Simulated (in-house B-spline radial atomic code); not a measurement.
**PBE hybrid excitations of Tl⁺**

Method: PBE hybrid with 0.5 exact exchange. Computed with an all-electron radial atomic-structure program (B-spline basis): linear response of the closed shell [Xe] 4f14 5d10 6s2 with the functional's adiabatic kernel; scalar-relativistic (spin-free one-electron X2C), finite nucleus, no spin-orbit coupling, no double excitations, S, P, D and F terms only; shells from n = 4 respond. Only terms of natural parity with L up to 3 were computed.

Spin-orbit coupling is strong here, so these LS terms don't match observed levels.

Command:
```bash
python run_td.py task.json out
```
Settings (radii: box in bohr, nucleus in fm):
```
Z                        81
electrons                80
configuration            [Xe] 4f14 5d10 6s2
hamiltonian              x2c
method                   pbeh
box_radius               41.61
exact_exchange_fraction  0.5
rms_radius               5.4759
intervals                74
```

Time taken, with all properties: 6.7 s on 1 thread of Intel(R) Xeon(R) Platinum 8488C (Sapphire Rapids), on a shared host.

The lowest states, in the order of their Tamm-Dancoff energies; the method's threshold (minus the highest occupied level) is 17.966 eV. Labels give the largest channel, * marks a mixed state, and oscillator strengths are full-response dipole values. Measured ¹D terms are left out, since they can mix with doubly excited terms. Semilocal kernels can invert the small singlet-triplet splittings of Rydberg terms. Energies in eV:

| state | full response | Tamm-Dancoff | oscillator strength | measured (J-weighted term) |
| --- | --- | --- | --- | --- |
| 6s → 6p 3P | 6.536 | 6.729 | - | 7.098 |
| 6s → 6p 1P | 8.781 | 9.031 | 1.46 | 9.381 |
| 6s → 7s 3S | 12.356 | 12.363 | - | 13.047 |
| 6s → 7s 1S | 12.747 | 12.770 | - | 13.390 |
| 6s → 6d 3D | 13.741 | 13.746 | - | 14.452 |
| 6s → 6d 1D | 13.886 | 13.890 | - | - |
| 6s → 7p 3P | 14.095 | 14.115 | - | 14.992 |
| 6s → 7p 1P | 14.308 | 14.328 | 9.82e-05 | - |
| 5d → 6p 3P | ? | ? | - | - |
| 5d → 6p 3F | 15.242 | 15.306 | - | - |
| 6s → 8s 3S | 15.349 | 15.350 | - | - |
| 6s → 8s 1S | 15.440 | 15.446 | - | - |
| 5d → 6p 1F | 15.695 | 15.708 | - | - |
| 6s → 7d 3D | 15.861 | 15.862 | - | - |
| 6s → 5f 3F | ? | ? | - | ? |
| 6s → 5f 1F | 15.877 | 15.878 | - | - |

**Question.** Where does 5d → 6p 3P lie?

**Answer.** At 15.090 eV in full response, 15.146 eV in Tamm-Dancoff.

**Question.** Where does 6s → 5f 3F lie?

**Answer.** At 15.874 eV in full response, 15.874 eV in Tamm-Dancoff; measured 16.885 eV.

**Question.** How large is the singlet-triplet splitting of 6s → 6p (P terms) in Tamm-Dancoff?

**Answer.** 2.3 eV, from the unrounded values.

**Question.** What polarisabilities and dispersion coefficient does the method give?

**Answer.** Dipole 21.57 bohr³, quadrupole 96.04 bohr⁵, C6 174 hartree·bohr⁶ for two such species.
